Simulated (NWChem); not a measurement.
System: LaF2, doublet; SMILES [F][La][F]

In the optimisation the excess spin sits in a" (Cs, its own frame). The spin multiplicity was typed, not searched, and may not be the lowest. def2 effective core potentials on La; no spin-orbit coupling.

Problem. Give the equilibrium geometry at PBE0/def2-SVP with def2 effective core potentials on La, spin-unrestricted (NWChem) as a Z-matrix, with the point group.

Solution. point group C2v; any orientation.
```
La
F 1 2.1503
F 1 2.1503 2 132.45
```
